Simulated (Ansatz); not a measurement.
A run for Ansatz (a program for electronic structure): U-B3LYP/def2-TZVPP on FHSn (SMILES [F][SnH]), a point of a bond scan (R = 2.421 Å). Elements past Kr take the def2 small-core potentials; no spin–orbit coupling.

Ansatz 0.2 input:
```yaml
crystal:
  periodic: [false, false, false]
  atoms:
    - {symbol: Sn, position_ang: [-0.09096150, -0.17370643, 0.21890608]}
    - {symbol: H, position_ang: [-1.36553813, -1.40950973, -1.42715734]}
    - {symbol: F, position_ang: [0.62035194, 1.08604865, -1.10498931]}
basis:
  gaussian:
    orbitals: def2-TZVPP
hamiltonian:
  xc: {name: B3LYP}
magnetization: {spin_polarized: true, initial_magnetization: 0}
```

It printed:

```
WARN ansatz: RAYON_NUM_THREADS=1 ignored (pool sized by the plan → 1); use --threads N
Functional definition: B3LYP
integrals: 0.02 GiB planned
647 factors; their error is unknown
mean field: 0.29 GiB planned
mean field evaluation 1: about -8563.4987 eV, gradient 3.2e1 eV
mean field evaluation 2: about -8515.5911 eV, gradient 1.2e2 eV
mean field evaluation 4: about -8567.0456 eV, gradient 7.7e0 eV
mean field evaluation 8: about -8567.5565 eV, gradient 1.5e-1 eV
mean field evaluation 16: about -8567.5565 eV, gradient 1.4e-5 eV
mean field -8567.55652397 eV, -314.8518949574 hartree, gradient 1.4e-5 eV, S^2 0.000000; 2 other end points of the search recorded, 0 dependent functions left out
reference -8567.55673485 eV, -314.8519027073 hartree; 16, 16 occupied and 79, 79 virtual orbitals, 647 factors
Total energy: -8567.55673485 eV, -314.8519027073 hartree
```

The run converged.

Cost: roughly 1.3 core-seconds.
